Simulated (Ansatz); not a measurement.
Ansatz (a quantum-chemistry and plane-wave program) input (B3LYP-D3(BJ)/def2-TZVP):

Ansatz 0.2 input:
```yaml
crystal:
  periodic: [false, false, false]
  atoms:
    - {symbol: C, position_ang: [1.06085905, -0.42805695, 0.10006768]}
    - {symbol: N, position_ang: [0.05980472, 0.40121170, 0.30230693]}
    - {symbol: C, position_ang: [-1.09733299, 0.18336432, -0.28443987]}
    - {symbol: H, position_ang: [2.00738854, -0.23630265, 0.58947749]}
    - {symbol: H, position_ang: [0.97173244, -1.30615331, -0.54587194]}
    - {symbol: H, position_ang: [-1.26660063, -0.67202789, -0.94465758]}
    - {symbol: H, position_ang: [-1.91230969, 0.87415778, -0.10886333]}
basis:
  gaussian:
    orbitals: def2-TZVP
hamiltonian:
  xc: b3lyp
  dispersion: d3bj
magnetization: {spin_polarized: true, initial_magnetization: 1}
phonons: {temperatures: {t_min: 298.15, t_max: 298.15, t_step: 100}}
```

Output:

```
Functional definition: B3LYP
integrals: 0.03 GiB planned
691 factors; their error is unknown
mean field: 0.39 GiB planned
mean field evaluation 1: about -3623.0258 eV, gradient 3.5e1 eV
mean field evaluation 2: about -3618.1226 eV, gradient 4.7e1 eV
mean field evaluation 4: about -3628.5923 eV, gradient 2.5e0 eV
mean field evaluation 8: about -3628.6186 eV, gradient 4.2e-2 eV
mean field evaluation 16: about -3628.6091 eV, gradient 7.7e-5 eV
mean field -3628.60908654 eV, -133.3489243706 hartree, gradient 9.5e-6 eV, S^2 0.776178; 0 other end points of the search recorded, 0 dependent functions left out
the calculation of the forces begins
reference -3628.60930759 eV, -133.3489324943 hartree; 12, 11 occupied and 105, 106 virtual orbitals, 691 factors
these checks for a lower state are left out or cut short: stability, starts, cluster_reference, orbital_swaps, neighbouring_geometries, increment
integrals: 0.03 GiB planned
691 factors; their error is unknown
mean field: 0.39 GiB planned
mean field -3628.60889879 eV, -133.3489174711 hartree, gradient 1.8e-6 eV, S^2 0.776084; 0 other end points of the search recorded, 0 dependent functions left out
the calculation of the forces begins
reference -3628.60911993 eV, -133.3489255978 hartree; 12, 11 occupied and 105, 106 virtual orbitals, 691 factors
these checks for a lower state are left out or cut short: stability, starts, cluster_reference, orbital_swaps, neighbouring_geometries, increment
integrals: 0.03 GiB planned
691 factors; their error is unknown
mean field: 0.39 GiB planned
mean field evaluation 32: about -3628.6089 eV, gradient 4.1e-3 eV
mean field -3628.60890845 eV, -133.3489178260 hartree, gradient 1.8e-6 eV, S^2 0.776271; 0 other end points of the search recorded, 0 dependent functions left out
the calculation of the forces begins
reference -3628.60912942 eV, -133.3489259466 hartree; 12, 11 occupied and 105, 106 virtual orbitals, 691 factors
these checks for a lower state are left out or cut short: stability, starts, cluster_reference, orbital_swaps, neighbouring_geometries, increment
integrals: 0.03 GiB planned
691 factors; their error is unknown
mean field: 0.39 GiB planned
mean field -3628.60897934 eV, -133.3489204312 hartree, gradient 1.8e-6 eV, S^2 0.776270; 0 other end points of the search recorded, 0 dependent functions left out
the calculation of the forces begins
reference -3628.60920035 eV, -133.3489285532 hartree; 12, 11 occupied and 105, 106 virtual orbitals, 691 factors
these checks for a lower state are left out or cut short: stability, starts, cluster_reference, orbital_swaps, neighbouring_geometries, increment
integrals: 0.03 GiB planned
691 factors; their error is unknown
mean field: 0.39 GiB planned
mean field -3628.60895489 eV, -133.3489195328 hartree, gradient 1.7e-6 eV, S^2 0.776085; 0 other end points of the search recorded, 0 dependent functions left out
the calculation of the forces begins
reference -3628.60917600 eV, -133.3489276582 hartree; 12, 11 occupied and 105, 106 virtual orbitals, 691 factors
these checks for a lower state are left out or cut short: stability, starts, cluster_reference, orbital_swaps, neighbouring_geometries, increment
integrals: 0.03 GiB planned
691 factors; their error is unknown
mean field: 0.39 GiB planned
mean field -3628.60899076 eV, -133.3489208511 hartree, gradient 1.8e-6 eV, S^2 0.776269; 0 other end points of the search recorded, 0 dependent functions left out
the calculation of the forces begins
reference -3628.60921175 eV, -133.3489289723 hartree; 12, 11 occupied and 105, 106 virtual orbitals, 691 factors
these checks for a lower state are left out or cut short: stability, starts, cluster_reference, orbital_swaps, neighbouring_geometries, increment
integrals: 0.03 GiB planned
691 factors; their error is unknown
mean field: 0.39 GiB planned
mean field -3628.60898185 eV, -133.3489205234 hartree, gradient 1.8e-6 eV, S^2 0.776083; 0 other end points of the search recorded, 0 dependent functions left out
the calculation of the forces begins
reference -3628.60920297 eV, -133.3489286496 hartree; 12, 11 occupied and 105, 106 virtual orbitals, 691 factors
these checks for a lower state are left out or cut short: stability, starts, cluster_reference, orbital_swaps, neighbouring_geometries, increment
integrals: 0.03 GiB planned
691 factors; their error is unknown
mean field: 0.39 GiB planned
mean field evaluation 64: about -3628.6229 eV, gradient 2.9e-1 eV
mean field -3628.60905261 eV, -133.3489231240 hartree, gradient 1.7e-6 eV, S^2 0.776178; 0 other end points of the search recorded, 0 dependent functions left out
the calculation of the forces begins
reference -3628.60927369 eV, -133.3489312484 hartree; 12, 11 occupied and 105, 106 virtual orbitals, 691 factors
these checks for a lower state are left out or cut short: stability, starts, cluster_reference, orbital_swaps, neighbouring_geometries, increment
integrals: 0.03 GiB planned
691 factors; their error is unknown
mean field: 0.39 GiB planned
mean field -3628.60905440 eV, -133.3489231897 hartree, gradient 1.7e-6 eV, S^2 0.776178; 0 other end points of the search recorded, 0 dependent functions left out
the calculation of the forces begins
reference -3628.60927544 eV, -133.3489313126 hartree; 12, 11 occupied and 105, 106 virtual orbitals, 691 factors
these checks for a lower state are left out or cut short: stability, starts, cluster_reference, orbital_swaps, neighbouring_geometries, increment
integrals: 0.03 GiB planned
691 factors; their error is unknown
mean field: 0.39 GiB planned
mean field -3628.60904926 eV, -133.3489230008 hartree, gradient 1.7e-6 eV, S^2 0.776182; 0 other end points of the search recorded, 0 dependent functions left out
the calculation of the forces begins
reference -3628.60927037 eV, -133.3489311265 hartree; 12, 11 occupied and 105, 106 virtual orbitals, 691 factors
these checks for a lower state are left out or cut short: stability, starts, cluster_reference, orbital_swaps, neighbouring_geometries, increment
integrals: 0.03 GiB planned
691 factors; their error is unknown
mean field: 0.39 GiB planned
mean field -3628.60902600 eV, -133.3489221459 hartree, gradient 1.7e-6 eV, S^2 0.776174; 0 other end points of the search recorded, 0 dependent functions left out
the calculation of the forces begins
reference -3628.60924700 eV, -133.3489302675 hartree; 12, 11 occupied and 105, 106 virtual orbitals, 691 factors
these checks for a lower state are left out or cut short: stability, starts, cluster_reference, orbital_swaps, neighbouring_geometries, increment
integrals: 0.03 GiB planned
691 factors; their error is unknown
mean field: 0.39 GiB planned
mean field evaluation 96: about -3628.6087 eV, gradient 2.9e-1 eV
mean field -3628.60898350 eV, -133.3489205841 hartree, gradient 1.7e-6 eV, S^2 0.776173; 0 other end points of the search recorded, 0 dependent functions left out
the calculation of the forces begins
reference -3628.60920451 eV, -133.3489287060 hartree; 12, 11 occupied and 105, 106 virtual orbitals, 691 factors
these checks for a lower state are left out or cut short: stability, starts, cluster_reference, orbital_swaps, neighbouring_geometries, increment
integrals: 0.03 GiB planned
691 factors; their error is unknown
mean field: 0.39 GiB planned
mean field -3628.60899086 eV, -133.3489208547 hartree, gradient 1.7e-6 eV, S^2 0.776183; 0 other end points of the search recorded, 0 dependent functions left out
the calculation of the forces begins
reference -3628.60921197 eV, -133.3489289801 hartree; 12, 11 occupied and 105, 106 virtual orbitals, 691 factors
these checks for a lower state are left out or cut short: stability, starts, cluster_reference, orbital_swaps, neighbouring_geometries, increment
integrals: 0.03 GiB planned
691 factors; their error is unknown
mean field: 0.39 GiB planned
mean field -3628.60908436 eV, -133.3489242906 hartree, gradient 1.7e-6 eV, S^2 0.776178; 0 other end points of the search recorded, 0 dependent functions left out
the calculation of the forces begins
reference -3628.60930542 eV, -133.3489324146 hartree; 12, 11 occupied and 105, 106 virtual orbitals, 691 factors
these checks for a lower state are left out or cut short: stability, starts, cluster_reference, orbital_swaps, neighbouring_geometries, increment
integrals: 0.03 GiB planned
691 factors; their error is unknown
mean field: 0.39 GiB planned
mean field -3628.60906643 eV, -133.3489236318 hartree, gradient 1.7e-6 eV, S^2 0.776178; 0 other end points of the search recorded, 0 dependent functions left out
the calculation of the forces begins
reference -3628.60928748 eV, -133.3489317552 hartree; 12, 11 occupied and 105, 106 virtual orbitals, 691 factors
Total energy: -3628.77015419 eV, -133.3548434977 hartree
Atom 0 at     1.060859    -0.428057     0.100068 Å, force     0.001511    -0.001398    -0.000407 eV/Å
Atom 1 at     0.059805     0.401212     0.302307 Å, force     0.000051     0.000342     0.000258 eV/Å
Atom 2 at    -1.097333     0.183364    -0.284440 Å, force    -0.001789    -0.000463    -0.000995 eV/Å
Atom 3 at     2.007389    -0.236303     0.589477 Å, force    -0.000783    -0.000524    -0.000659 eV/Å
Atom 4 at     0.971732    -1.306153    -0.545872 Å, force    -0.000365     0.001641     0.001007 eV/Å
Atom 5 at    -1.266601    -0.672028    -0.944658 Å, force     0.000805     0.001309     0.001216 eV/Å
Atom 6 at    -1.912310     0.874158    -0.108863 Å, force     0.000570    -0.000907    -0.000418 eV/Å
Dipole moment:    -0.036200    -0.242856    -0.182989 e Å
Vibrations: 334.05 472.20 587.70 854.74 878.22 1107.60 1173.97 1279.12 1300.98 1498.96 1551.05 3025.35 3037.07 3195.56 3197.95 cm⁻¹, zero-point energy 1.456475 eV
```

It need not be the lowest isomer of its formula.
